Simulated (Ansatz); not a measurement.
The cluster Li8⁺. Total charge 1; doublet. Geometry PBE/def2-TZVP, basis def2-TZVP, Ansatz.

```csv
atom,x (Å),y (Å),z (Å)
Li1,-2.373,0.984,1.201
Li2,0.034,-0.546,0.631
Li3,-0.896,0.645,-1.574
Li4,2.144,0.454,-1.001
Li5,-2.302,-1.798,-0.428
Li6,2.353,0.139,2.139
Li7,0.620,-2.144,-1.721
Li8,0.420,2.267,0.753
```

| run | HOMO (eV) | LUMO (eV) |
| --- | --- | --- |
| A | -6.80 | -5.13 |
| B | -6.40 | -5.32 |
| C | -6.31 | -5.69 |
| D | -6.59 | -5.14 |

The structure comes from a short search, and lower isomers may exist.

HOMO and LUMO are taken over both spins.

Q: The runs used PBE, PBE0, r2SCAN, r2SCANh. Estimate which is which.

A: A PBE0 (25 % exact exchange); B r2SCAN (0 % exact exchange); C PBE (0 % exact exchange); D r2SCANh (10 % exact exchange). Exact exchange lowers occupied and raises empty levels; among semilocal functionals meta-GGAs tend to open the gap a little, and such runs are hard to tell apart. The gap grows from 0.62 eV (PBE) to 1.67 eV (PBE0).
